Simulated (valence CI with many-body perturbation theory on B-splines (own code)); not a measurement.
Forbidden lines of Dy LXI

Level of theory: configuration interaction combined with many-body perturbation theory (CI+MBPT): four valence electrons over a frozen Dirac-Fock core [He], a basis of 11 s, 11 p, 9 d, 7 f, 5 g, 2 h, 1 i functions for each j, with the one-electron correlation potential Σ1, the two-electron term Σ2, the three-electron term Σ3, Breit, model QED; selected CI, second order for the rest (own B-spline code, finite nucleus).

No measured spectrum was set against this ion. As an estimate, large intervals hold to a few tenths of a per cent, small ones and those within an open d or f shell to about a per cent. Among the levels kept, up to 290 cm⁻¹ of a level comes from second order outside the variational space, and about a tenth of that is noise between levels of different J, which matters for small intervals.

Lines 1 to 50 of 57 in falling wavelength, among levels below 76998 × 10³ cm⁻¹, chosen from the decays that carry over 1 % of a level's rate. Wavelengths and rates use the calculated energies. Electric multipoles are in the length gauge, E1 and E2 with the static RPA response of the core. S is in atomic units (e²a₀⁴ for E2 and M2, e²a₀⁶ for E3), for M1 in squared Bohr magnetons. Weak lines are less certain than strong ones. Lines between different terms over intervals too small for the method are left out, as are lines whose strength nearly cancels. The highest levels of a list are the least certain.

Levels are named by their leading jj configuration (3d3/2^4 stands for four electrons in 3d with j = 3/2), which in mixed levels can hold well under half, so a name can repeat and another be missing. Letters in brackets count levels of one name in rising energy.

| λ vac (Å) | Upper | Lower | Type | A (s⁻¹) | S (a.u.) |
| --- | --- | --- | --- | --- | --- |
| 14.89 | (2s^2 2p1/2 2p3/2) J=1 | (2s^2 2p1/2^2) J=0 | M1 | 3.63e+09 | 1.33e+00 |
| 14.59 | (2s^2 2p3/2 3d5/2) J=4 | (2s^2 2p1/2 3d5/2) J=3 | M1 | 2.86e+09 | 2.96e+00 |
| 14.58 | (2s^2 2p1/2 2p3/2) J=2 | (2s^2 2p1/2^2) J=0 | E2 | 1.16e+07 | 3.42e-05 |
| 14.57 | (2s^2 2p3/2^2) J=2 | (2s^2 2p1/2 2p3/2) J=2 | M1 | 2.88e+09 | 1.65e+00 |
| 14.27 | (2s^2 2p3/2^2) J=2 | (2s^2 2p1/2 2p3/2) J=1 | M1 | 2.88e+09 | 1.55e+00 |
| 13.44 | (2s^2 2p3/2^2) J=0 | (2s^2 2p1/2 2p3/2) J=1 | M1 | 6.64e+09 | 5.99e-01 |
| 1.728 | (2s^2 2p3/2 3p1/2) J=2 | (2s^2 2p3/2^2) J=0 | E2 | 2.70e+11 | 1.85e-05 |
| 1.724 | (2s^2 2p1/2 3p1/2) J=1 | (2s^2 2p1/2 2p3/2) J=2 | E2 | 7.30e+11 | 2.98e-05 |
| 1.723 | (2s 2p1/2^2 3p1/2) J=0 | (2s 2p1/2^2 2p3/2) J=2 | E2 | 1.43e+12 | 1.95e-05 |
| 1.719 | (2s^2 2p1/2 3p1/2) J=1 | (2s^2 2p1/2 2p3/2) J=1 | E2 | 7.25e+11 | 2.92e-05 |
| 1.716 | (2s^2 2p3/2 3p1/2) J=1 | (2s^2 2p3/2^2) J=2 | E2 | 7.44e+11 | 2.96e-05 |
| 1.715 | (2s^2 2p3/2 3p1/2) J=2 | (2s^2 2p3/2^2) J=2 | E2 | 1.01e+12 | 6.69e-05 |
| 1.714 | (2s^2 2p1/2 3p1/2) J=0 | (2s^2 2p1/2 2p3/2) J=2 | E2 | 1.42e+12 | 1.87e-05 |
| 1.702 | (2s^2 2p3/2 3d5/2) J=4 | (2s 2p1/2 2p3/2^2) J=2 [b] | E2 | 1.75e+09 | 2.01e-07 |
| 1.687 | (2s 2p1/2 2p3/2 3p3/2) J=4 | (2s 2p1/2 2p3/2^2) J=2 [b] | E2 | 4.79e+10 | 5.25e-06 |
| 1.683 | (2s^2 2p3/2 3d5/2) J=4 | (2s 2p1/2 2p3/2^2) J=3 | E2 | 1.07e+10 | 1.16e-06 |
| 1.668 | (2s 2p1/2 2p3/2 3p3/2) J=4 | (2s 2p1/2 2p3/2^2) J=3 | E2 | 4.31e+11 | 4.48e-05 |
| 1.668 | (2s 2p1/2 2p3/2 3p3/2) J=0 [b] | (2s 2p1/2 2p3/2^2) J=2 [b] | E2 | 7.69e+11 | 8.87e-06 |
| 1.667 | (2s^2 2p3/2 3p3/2) J=2 | (2s^2 2p3/2^2) J=0 | E2 | 2.91e+11 | 1.67e-05 |
| 1.666 | (2s 2p1/2 2p3/2 3p3/2) J=1 [d] | (2s 2p1/2 2p3/2^2) J=2 [b] | E2 | 4.45e+11 | 1.53e-05 |
| 1.664 | (2s 2p1/2 2p3/2 3p3/2) J=1 [d] | (2s 2p1/2 2p3/2^2) J=1 [a] | E2 | 3.87e+11 | 1.32e-05 |
| 1.663 | (2s 2p1/2^2 3p3/2) J=2 | (2s 2p1/2^2 2p3/2) J=2 | E2 | 4.94e+11 | 2.81e-05 |
| 1.662 | (2s^2 2p1/2 3p3/2) J=2 | (2s^2 2p1/2 2p3/2) J=2 | E2 | 4.96e+11 | 2.81e-05 |
| 1.662 | (2s^2 2p1/2 3p3/2) J=1 | (2s^2 2p1/2 2p3/2) J=2 | E2 | 3.58e+11 | 1.21e-05 |
| 1.661 | (2s^2 2p3/2 3p3/2) J=3 | (2s^2 2p3/2^2) J=2 | E2 | 5.53e+11 | 4.37e-05 |
| 1.661 | (2s^2 2p3/2 3p3/2) J=1 | (2s^2 2p3/2^2) J=2 | E2 | 5.48e+11 | 1.85e-05 |
| 1.659 | (2s 2p1/2 2p3/2 3p3/2) J=4 | (2s 2p1/2 2p3/2^2) J=2 [a] | E2 | 2.80e+10 | 2.83e-06 |
| 1.658 | (2s^2 2p1/2 3p3/2) J=2 | (2s^2 2p1/2 2p3/2) J=1 | E2 | 2.18e+11 | 1.22e-05 |
| 1.658 | (2s^2 2p1/2 3p3/2) J=1 | (2s^2 2p1/2 2p3/2) J=1 | E2 | 3.50e+11 | 1.17e-05 |
| 1.650 | (2s^2 2p3/2 3p3/2) J=0 | (2s^2 2p3/2^2) J=2 | E2 | 1.46e+12 | 1.59e-05 |
| 1.648 | (2s 2p1/2 2p3/2 3p3/2) J=1 [d] | (2s 2p1/2 2p3/2^2) J=3 | E2 | 2.64e+11 | 8.61e-06 |
| 1.641 | (2s 2p1/2 2p3/2 3p3/2) J=0 [b] | (2s 2p1/2 2p3/2^2) J=2 [a] | E2 | 1.99e+11 | 2.12e-06 |
| 1.639 | (2s 2p1/2 2p3/2 3d5/2) J=5 | (2s 2p1/2 2p3/2^2) J=3 | M2 | 3.08e+10 | 3.58e-06 |
| 1.639 | (2s 2p1/2 2p3/2 3d5/2) J=5 | (2s 2p1/2 2p3/2^2) J=3 | E3 | 1.63e+09 | 1.82e-06 |
| 1.631 | (2s^2 2p3/2 3d5/2) J=4 | (2s^2 2p3/2^2) J=2 | M2 | 2.95e+10 | 2.74e-06 |
| 1.631 | (2s^2 2p3/2 3d5/2) J=4 | (2s^2 2p3/2^2) J=2 | E3 | 2.15e+09 | 1.89e-06 |
| 1.509 | (2s^2 2p3/2 3d5/2) J=4 | (2s 2p1/2^2 2p3/2) J=2 | E2 | 6.33e+09 | 3.98e-07 |
| 1.497 | (2s 2p1/2 2p3/2 3p3/2) J=4 | (2s 2p1/2^2 2p3/2) J=2 | E2 | 7.73e+11 | 4.68e-05 |
| 1.494 | (2s 2p1/2 2p3/2 3p3/2) J=1 [d] | (2s 2p1/2^2 2p3/2) J=1 | E2 | 4.33e+11 | 8.65e-06 |
| 1.492 | (2s^2 2p1/2 3p3/2) J=2 | (2s^2 2p1/2^2) J=0 | E2 | 6.93e+11 | 2.29e-05 |
| 1.491 | (2s^2 2p3/2 3p3/2) J=3 | (2s^2 2p1/2 2p3/2) J=2 | E2 | 3.59e+11 | 1.65e-05 |
| 1.491 | (2s^2 2p3/2 3p3/2) J=1 | (2s^2 2p1/2 2p3/2) J=2 | E2 | 7.20e+11 | 1.42e-05 |
| 1.488 | (2s^2 2p3/2 3p3/2) J=3 | (2s^2 2p1/2 2p3/2) J=1 | E2 | 5.12e+11 | 2.33e-05 |
| 1.486 | (2s^2 2p3/2 3p3/2) J=2 | (2s^2 2p1/2 2p3/2) J=2 | E2 | 5.91e+11 | 1.91e-05 |
| 1.483 | (2s^2 2p3/2 3p3/2) J=2 | (2s^2 2p1/2 2p3/2) J=1 | E2 | 2.59e+11 | 8.29e-06 |
| 1.482 | (2s^2 2p3/2 3p3/2) J=0 | (2s^2 2p1/2 2p3/2) J=2 | E2 | 8.28e+11 | 5.29e-06 |
| 1.474 | (2s 2p1/2 2p3/2 3d5/2) J=5 | (2s 2p1/2^2 2p3/2) J=2 | E3 | 4.14e+09 | 2.18e-06 |
| 1.467 | (2s^2 2p3/2 3d5/2) J=4 | (2s^2 2p1/2 2p3/2) J=2 | M2 | 1.51e+10 | 8.24e-07 |
| 1.467 | (2s^2 2p3/2 3d5/2) J=4 | (2s^2 2p1/2 2p3/2) J=2 | E3 | 1.69e+09 | 7.09e-07 |
| 1.464 | (2s^2 2p3/2 3d5/2) J=4 | (2s^2 2p1/2 2p3/2) J=1 | E3 | 2.90e+09 | 1.20e-06 |
